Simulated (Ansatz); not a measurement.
C2H6Se2, charge +1, doublet, geometry from GFN2-xTB (a state made from the parent by changing its charge; the spin is typed, not shown lowest), with bond 7-1 at 1.4 times its length; CASSCF(3,4)/STO-3G run with Ansatz (an electronic-structure program).

Input for Ansatz:
Ansatz 0.2 input:
```yaml
crystal:
  periodic: [false, false, false]
  atoms:
    - {symbol: C, position_ang: [2.38236130, -0.22036346, -0.31263441]}
    - {symbol: Se, position_ang: [0.82939866, 0.55430331, 0.56779224]}
    - {symbol: Se, position_ang: [-0.81707354, -0.55114420, -0.56250765]}
    - {symbol: C, position_ang: [-2.36978519, 0.22089283, 0.32065915]}
    - {symbol: H, position_ang: [3.26373171, 0.23750943, 0.13240267]}
    - {symbol: H, position_ang: [2.35548689, -0.00132032, -1.37779274]}
    - {symbol: H, position_ang: [2.41675623, -1.72528471, -0.08158405]}
    - {symbol: H, position_ang: [-3.25158197, -0.22479850, -0.13576102]}
    - {symbol: H, position_ang: [-2.38648748, 1.29829733, 0.17151560]}
    - {symbol: H, position_ang: [-2.35011151, -0.01421729, 1.38258836]}
basis:
  gaussian:
    orbitals: STO-3G
hamiltonian:
  xc: hf
total_charge: 1
correlation: {active_space: {window: {electrons: 3, orbitals: 4}}}
magnetization: {spin_polarized: false, initial_magnetization: 1}
```

It wrote (shortened):

```
Functional definition: HF
584 factors; integrals over basis functions are off by at most 3.0e-5 eV
mean field evaluation 1: about -131298.5085 eV, gradient 9.8e0 eV
mean field evaluation 2: about -131298.5896 eV, gradient 9.7e0 eV
mean field evaluation 4: about -131299.1131 eV, gradient 1.0e0 eV
mean field evaluation 8: about -131299.1204 eV, gradient 1.2e-2 eV
mean field evaluation 16: about -131299.0809 eV, gradient 5.0e-1 eV
mean field -131299.12037781 eV, -4825.1536761442 hartree, gradient 3.4e-6 eV, S^2 0.750000; 2 other end points of the search recorded, 0 dependent functions left out
reference -131299.12037781 eV, -4825.1536761442 hartree; 43, 42 occupied and 9, 10 virtual orbitals, 584 factors
state -131300.17220253 eV, -4825.1923299899 hartree
2 active orbitals were swapped for others, from the solution at -131299.50616480 eV, -4825.1678535546 hartree to that at -131300.17220253 eV, -4825.1923299899 hartree; typed "places" are swapped only where nearly empty or full, and so, without "given_window_search", are "orbital_numbers", "shells" and a window whose orbitals a file names under [Active]
Total energy: -131300.17220253 eV, -4825.1923299899 hartree
```
